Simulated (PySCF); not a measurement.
# Computed vibrations of [Yb(H2O)3]2+

[Yb(H2O)3]2+ (singlet in the valence; each metal's 4f electrons, 14 of them, lie in its core potential, out of spins and levels). PySCF 2.14.0, RKS PBE0, Yb lcecp-0-SVP with ECP60, O def2-SVP, H def2-SVP; non-relativistic Hamiltonian with scalar-relativistic core potentials where named; density fitting; no spin-orbit coupling. Central differences of gradients.

```xyz
10

Yb    0.0000    0.0000    0.0000
O     2.4071    0.0000    0.0000
H     3.0088    0.0000    0.7647
H     3.0088    0.0000   -0.7647
O    -1.2035    2.0846    0.0000
H    -1.5044    2.6057    0.7647
H    -1.5044    2.6057   -0.7647
O    -1.2036   -2.0846    0.0000
H    -1.5044   -2.6057    0.7647
H    -1.5044   -2.6057   -0.7647
```

Run from Python with OMP_NUM_THREADS=2. Where DIIS fails, smearing, a level shift and second-order steps follow.
It took 47 s on 2 threads of Arm Neoverse V1, with other jobs on the host.

(1) What are the harmonic wavenumbers and infrared intensities?

(2) Is this a minimum?

An lcecp potential fixes the number of 4f electrons, so in runs with it no electron can move into or out of that shell.

## Answers

(1) Modes are labelled in D3h; negative numbers are unstable modes, those under 60 cm⁻¹ near the noise; a finer grid moves soft modes by up to 10 cm⁻¹.
```
cm⁻¹  km/mol  symmetry
-126       –      a1''
 -95       –       e''
 -95       –       e''
  -9       –      a2''
  27     2.8        e'
  27     2.8        e'
 302     0.0       a1'
 310     6.9        e'
 310     6.9        e'
 502     0.0       a2'
 518     0.0       e''
 518     0.0       e''
 531   506.3        e'
 531   506.3        e'
 537   271.9      a2''
1681   161.4        e'
1681   161.4        e'
1684     0.0       a1'
3768   324.7        e'
3768   324.7        e'
3773     0.0       a1'
3825     0.0       e''
3825     0.0       e''
3826   818.3      a2''
```

(2) No: 3 unstable (and 1 more above −25 cm⁻¹, within the noise); the lowest moves the atoms so:
```
Yb   0.00  0.00  0.00
O    0.00  0.00  0.00
H    0.00  0.41  0.00
H    0.00 -0.41  0.00
O    0.00  0.00  0.00
H   -0.35 -0.20  0.00
H    0.35  0.20  0.00
O    0.00  0.00  0.00
H    0.35 -0.20  0.00
H   -0.35  0.20  0.00
```
